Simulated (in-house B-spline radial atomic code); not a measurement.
Configurations of I VII (I6+), with energies counted from [Kr] 4d10 5s1. Method: scalar-relativistic (X2C) BHandHLYP, spin-polarised, spherical fractional occupations, exact exchange averaged over the configuration, Fermi nucleus of rms radius 4.75 fm. Calculated with a radial B-spline atomic code at the basis-set limit. Shells without spins written out take the highest spin.

Occupations are held fixed; configurations that lie above the ionisation limit could autoionise.

| configuration | E - E(ref) (eV) | highest orbital | its <r> (bohr) |
| --- | --- | --- | --- |
| [Kr] 4d10 5p1 | 14.166 | 5p up | 1.904 |
| [Kr] 4d10 4f1 | 33.749 | 4f up | 1.525 |
| [Kr] 4d9 5s1 5p1 | 57.396 | 5p up | 1.847 |
| [Kr] 4d10 6f1 | 64.983 | 6f up | 5.361 |
| [Ar] 3d10 4s2 4p5 4d10 5s1 6s1 | 171.27 | 6s up | 3.092 |
| [Ar] 3d9 4s2 4p6 4d10 5s1 5d1 | 654.2 | 5d up | 2.236 |

Order these further configurations by energy, lowest first.
A. [Kr] 4d10 6p1
B. [Ar] 3d10 4s2 4p5 4d10 4f1 5s1
C. [Ar] 3d10 4s2 4p5 4d10 5s1 5d1
D. [Ar] 3d10 4s2 4p5 4d10 5s1 6d1
E. [Kr] 4d9 5s2

E (44.926 eV), A (47.128 eV), B (159.47 eV), C (162.92 eV), D (185.8 eV).

How far above the reference does [Kr] 4d9 5s1 6p1 lie?

93.302 eV; its least bound orbital is 6p up with <r> = 3.403 bohr.
